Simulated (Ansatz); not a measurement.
Reaction (ligand exchange at the Sn–Se bond): `[Cl][SnH]([Cl])[SeH]` + CH₃SH → `C[S][SnH]([Cl])[Cl]` + H₂Se

Program: Ansatz. Geometries: PBE0-D4/def2-TZVP. ΔE: electronic, gas phase. CCSD(T)/CBS adds triple-zeta CCSD(T) − MP2 to the extrapolated MP2 energy (def2 sets, frozen cores). This one scheme is used for every species. Functionals use def2-TZVPP. B3LYP here is the variant with VWN-RPA as its local correlation; programs differ in this. Elements past krypton have def2 core potentials. For Se, Sn outer-core shells are correlated without core-valence functions, which leaves a few kJ/mol of doubt a bond. Scalar relativity is left out up to krypton. One conformer a species, not always the lowest.

| level | ΔE (kJ/mol) | difference from CCSD(T)/CBS |
| --- | --- | --- |
| LDA (SPW92) | 7.9 | -3.7 |
| BLYP-D4 | 8.9 | -2.7 |
| r2SCAN-D4 | 10.2 | -1.4 |
| B97M-V | 6.4 | -5.2 |
| PBE0-D4 | 11.5 | -0.1 |
| B3LYP-D4 | 10.9 | -0.7 |
| r2SCANh-D4 | 11.0 | -0.6 |
| r2SCAN0-D4 | 12.1 | 0.5 |
| BHLYP-D4 | 13.4 | 1.8 |
| CAM-B3LYP-D4 | 11.1 | -0.5 |
| ωB97M-V | 10.6 | -1.0 |
| B2PLYP | 13.8 | 2.2 |
| PBE-QIDH | 12.9 | 1.3 |
| PBE | 13.5 | 1.9 |
| revPBE | 15.9 | 4.3 |
| BLYP | 16.4 | 4.8 |
| r2SCAN | 11.5 | -0.1 |
| PBE0 | 15.1 | 3.5 |
| B3LYP | 16.9 | 5.3 |
| r2SCANh | 12.4 | 0.8 |
| r2SCAN0 | 13.7 | 2.1 |
| BHLYP | 17.7 | 6.1 |
| CAM-B3LYP | 14.8 | 3.2 |
| LC-ωPBE | 13.7 | 2.1 |
| RPA@PBE/def2-TZVPP | 9.6 | -2.0 |
| HF/def2-SVP | 15.3 | 3.7 |
| MP2/def2-SVP | 9.1 | -2.5 |
| CCSD/def2-SVP | 9.9 | -1.7 |
| CCSD(T)/def2-SVP | 8.4 | -3.2 |
| HF/def2-TZVPP | 20.9 | 9.3 |
| MP2/def2-TZVPP | 9.2 | -2.4 |
| SCS-MP2/def2-TZVPP | 11.1 | -0.5 |
| CCSD/def2-TZVPP | 11.9 | 0.3 |
| CCSD(T)/def2-TZVPP | 9.6 | -2.0 |
| HF/def2-QZVPP | 21.4 | 9.8 |
| MP2/def2-QZVPP | 10.5 | -1.1 |
| SCS-MP2/def2-QZVPP | 12.1 | 0.5 |
| HF/CBS(def2) | 21.5 | 9.9 |
| MP2/CBS(def2) | 11.2 | -0.4 |
| CCSD/CBS(def2) | 13.9 | 2.3 |
| CCSD(T)/CBS | 11.6 | 0 |

Largest T1 diagnostic among the species: 0.011.

At CCSD(T), def2-SVP lies −3.2 kJ/mol from the extrapolated value and def2-TZVPP −2.0 kJ/mol. In def2-TZVPP, CCSD(T) changes the Hartree–Fock value by −11.3 kJ/mol (the triples alone add −2.3 kJ/mol) and MP2 by −11.7 kJ/mol. The D4 term adds −6.0 kJ/mol with B3LYP and −3.6 kJ/mol with PBE0; it sums over pairs of atoms, weighted by their polarisabilities, and B3LYP, whose exchange is more repulsive, gets the larger term.
